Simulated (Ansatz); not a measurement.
The cluster Cr2O2, relaxed as a singlet with RKS PBE0-D4/def2-SVP in Ansatz, starting from the GFN2-xTB geometry. Force threshold 0.02 eV/Å.

No other spin state of charge 0 was run. The structure comes from a short search, and lower isomers may exist.

Start:

```
atom   x (Å)   y (Å)   z (Å)
 Cr1   0.706  -0.622   0.631
 Cr2  -0.706   0.623  -0.629
  O3   0.449  -2.016   1.294
  O4  -0.449   2.015  -1.296
```

| step | energy (eV) | largest force component (eV/Å) | SCF passes |
| --- | --- | --- | --- |
| 1 | -60904.3295 | 1.855 | 77 |
| 2 | -60904.8209 | 2.173 | 86 |
| 3 | -60904.9344 | 1.429 | 77 |
| 4 | -60905.1532 | 1.441 | 65 |
| 5 | -60905.3784 | 1.395 | 67 |
| 6 (rejected) | -60905.3456 | 5.956 | 58 |
| 7 | -60905.6009 | 1.183 | 61 |
| 8 | -60905.6947 | 0.448 | 57 |
| 9 | -60905.7020 | 0.652 | 48 |
| 10 | -60905.7082 | 0.043 | 49 |
| 11 (rejected) | -60905.7082 | 0.071 | 41 |
| 13 | -60905.7101 | 0.050 | 48 |
| 15 | -60905.7692 | 0.676 | 56 |
| 17 | -60905.8818 | 0.263 | 59 |
| 19 | -60905.9364 | 0.499 | 65 |
| 21 | -60905.9415 | 0.133 | 54 |
| 23 | -60905.9421 | 0.059 | 58 |
| 25 | -60905.9529 | 0.208 | 64 |
| 27 (rejected) | -60905.9570 | 1.425 | 61 |
| 29 | -60906.0222 | 0.370 | 64 |
| 31 | -60906.0294 | 0.027 | 61 |
| 33 | -60906.0296 | 0.015 | 60 |

Force components are those of the run's own axes.

End:

Cartesian coordinates in Å:
```
Cr 0.504 -0.360 -0.052
Cr -1.063 0.244 -0.628
O 0.431 -1.327 1.182
O 0.128 1.443 -0.502
```

Bonds formed: Cr1–O4 (atoms count from 1). The end is the same structure that another start reached, the lowest one found.

The force fell under the threshold at step 12, but the optimiser went on and released 0.321 eV more. No frequencies were taken in this run, so the end may be a saddle point.

Hardware: 4 threads of Arm Neoverse V2 on a shared host. Wall time 52 s.
